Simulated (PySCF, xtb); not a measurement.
Bi(F)(TeH)2 (BiFH2Te2), SMILES [F][Bi]([TeH])[TeH].

Harmonic wavenumbers (cm⁻¹) from GFN2-xTB (xtb 6.7.1) at its own minimum, in rising order: 54, 93, 97, 106, 146, 201, 208, 370, 554, 579, 1878, 1917.

What does PBE-D3(BJ)/def2-SVP (PySCF) give at its own minimum? (The exact figures need the calculation; the answer reports its results.)

45, 88, 97, 133, 153, 159, 177, 477, 497, 529, 2038, 2055. Paired by order, the mean absolute difference is 53 cm⁻¹ and the zero-point energies are 8.9 and 9.2 kcal/mol.
